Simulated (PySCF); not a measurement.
C4H7ClSi, SMILES C#C[Si](C)(C)Cl. Geometry optimised at B3LYP-D3(BJ)/def2-SVP.

Task: Give the equilibrium geometry at B3LYP-D3(BJ)/def2-SVP (PySCF confirms it by a frequency run) as Cartesian coordinates in Å, and its point group. (The exact figures need the calculation; the answer reports its results.)

Result: point group Cs.
```xyz
13

C     -0.7954    -2.7899     0.0000
C     -0.3598    -1.6531     0.0000
Si     0.3344     0.0477     0.0000
C      1.3263     0.3262    -1.5593
C      1.3263     0.3262     1.5593
Cl    -1.2747     1.3867     0.0000
H     -1.1855    -3.7916     0.0000
H      0.7003     0.1690    -2.4508
H      2.1743    -0.3766    -1.6023
H      1.7205     1.3542    -1.5880
H      1.7205     1.3542     1.5880
H      2.1743    -0.3766     1.6023
H      0.7003     0.1690     2.4508
```
